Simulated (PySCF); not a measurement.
A side-by-side comparison of computed properties.

First species: C₃H₈F₃NSi₂.
Atom-mapped SMILES: `[F:1][C:2]([F:3])([F:4])[C@@H:5]1[CH2:6][SiH2:7][NH:8][SiH2:9]1` (hydrogens: H10 on C5; H11, H12 on C6; H13, H14 on Si7; H15 on N8; H16, H17 on Si9)

Geometry (PBE0-D3(BJ)/def2-SVP, Å), atoms numbered from 1 in this order:
```
atom  x, y, z in Å
F1    -2.576   -1.484   -0.732
C2    -2.119   -0.418   -0.064
F3    -2.252   -0.690    1.240
F4    -2.943    0.605   -0.341
C5    -0.699   -0.079   -0.429
C6     0.293   -1.205   -0.093
Si7    2.041   -0.483   -0.108
N8     1.644    1.152    0.355
Si9   -0.052    1.545    0.356
H10   -0.707    0.102   -1.517
H11    0.102   -1.565    0.933
H12    0.171   -2.069   -0.764
H13    2.688   -0.572   -1.457
H14    2.948   -1.165    0.866
H15    2.353    1.844    0.572
H16   -0.626    1.775    1.717
H17   -0.373    2.734   -0.488
```

Second species: C₂H₈GeO₃S.
Z-matrix (Å and degrees, PBE0-D3(BJ)/def2-SVP geometry), rows numbered from 1:
```
C 
S   1  1.7818
O   2  1.4590  1  109.19
O   2  1.4693  1  107.18  3  -132.47
C   2  1.8188  1  104.45  3   116.34
O   5  1.3647  2  111.42  1    62.36
Ge  6  1.8195  5  122.50  2    69.05
H   1  1.0972  2  108.60  3  -167.09
H   1  1.0969  2  109.10  3   -44.82
H   1  1.0981  2  105.37  3    74.18
H   5  1.1030  2  107.12  1   -59.63
H   5  1.1092  2  101.85  1  -173.71
H   7  1.5341  6  107.80  5    26.28
H   7  1.5309  6  109.63  5   -98.72
H   7  1.5384  6  101.68  5   143.99
```

Levels: wB97X-D/def2-SVPD for HOMO energy, LUMO energy, HOMO–LUMO gap and static isotropic polarisability; TDDFT wB97X-D/def2-SVPD for lowest singlet excitation; TDA wB97X-D/def2-SVPD for lowest triplet excitation (Tamm–Dancoff); ΔSCF wB97X-D/def2-SVPD for vertical ionisation energy. Geometries: PBE0-D3(BJ)/def2-SVP. All species are isolated and taken at one optimised geometry, non-relativistic unless stated; the electronic structure was computed with PySCF and density fitting.

Dipoles, sizes and rotational constants follow the conformer. The torsions of the flexible species, by atom-mapped SMILES:
- `[CH3:1][S:2](=[O:3])(=[O:4])[CH2:5][O:6][GeH3:7]`: C1–S2–C5–O6 62°, S2–C5–O6–Ge7 69°

The conformers of `FC(F)(F)[C@@H]1C[SiH2]N[SiH2]1` aren't listed.

Which has the higher static isotropic polarisability?

The first: 92.6 au against 84.9 au, a difference of 7.7 au.

Which has the higher vertical ionisation energy?

The second: 9.90 eV against 9.66 eV, a difference of 0.24 eV.

Which of the two has the higher T1 energy, and by how much?

The second: 6.62 eV against 6.18 eV, a difference of 0.44 eV.

Which has the higher LUMO energy?

The first: 1.61 eV against 1.48 eV, a difference of 0.13 eV.

Which has the higher S1 energy?

The second: 6.91 eV against 6.46 eV, a difference of 0.45 eV.

Which of the two has the higher HOMO energy, and by how much?

The first: -9.50 eV against -9.74 eV, a difference of 0.24 eV.

Which of the two has the higher HOMO–LUMO gap, and by how much?

The second: 11.22 eV against 11.11 eV, a difference of 0.11 eV.

On the first: The principal polarisabilities are 80.8, 93.3 and 103.6 au; their mean is the isotropic value. The polarisability is 13.72 Å³ as a volume (1 au = 0.148185 Å³), or 1.05 au for each of the 88 electrons.

On the second: The polarisability is 12.58 Å³ as a volume (1 au = 0.148185 Å³), or 0.92 au for each of the 92 electrons. In wavenumbers S1 is 55700 cm⁻¹ (1 eV = 8065.54 cm⁻¹). Relativistic effects, spin–orbit coupling among them, are left out although an element past zinc is present.
